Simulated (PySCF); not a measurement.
Computed with PBE-D3(BJ)/def2-TZVP // PBE-D3(BJ)/def2-SVP run with PySCF 2.14.0. All species are isolated molecules in the gas phase. One relaxed conformer stands for a flexible species; it need not be the lowest. 

Reference species (SMILES): `Bc1cc(O)co1` (neutral, multiplicity 1).

| Quantity | Result |
|---|---|
| HOMO | -5.76 eV |
| HOMO–LUMO gap | 2.95 eV |

Changed species: `c1(c(cco1)O)B`.

**Question.** Give the shifts of the HOMO and HOMO–LUMO gap.

**Answer.** the HOMO decreases by 0.19 eV, to -5.95 eV; the HOMO–LUMO gap rises by 0.31 eV, to 3.26 eV.
